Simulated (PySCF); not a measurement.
HfH₃, SMILES [HfH3] (connectivity only; charge and spin as stated), neutral, multiplicity 2. Atoms are numbered in the order given.

```xyz
4

Hf     0.0000     0.0000     0.0000
H      1.8676     0.0000     0.0000
H     -0.9338     1.6174     0.0000
H     -0.9338    -1.6174     0.0000
```
Charge 0, spin multiplicity 2.

Geometry optimised at B3LYP-D3(BJ)/def2-TZVPD. A frequency run showed that this geometry is not a minimum. The spin state was assumed, not searched. The def2 effective core potentials stand for the cores of Hf; spin–orbit coupling is left out.

The numbers are results of B3LYP-D3(BJ)/def2-TZVPD (PySCF 2.14.0), not measurements.

Frequencies are harmonic and unscaled.

Modes within 1.5 cm⁻¹ of each other (mostly degenerate sets) share a row, with their intensities summed.

Computed normal modes with their intensities:
| mode | ν (cm⁻¹) | IR (km/mol) | moving atoms (share of kinetic energy) |
|---|---|---|---|
| 1 | 115i | 159.5 | H 98 % |
| 2–3 | 660 | 73.1 | H 99 % |
| 4–5 | 1632 | 1066.0 | H 99 % |
| 6 | 1683 | 0.0 | H 100 % |
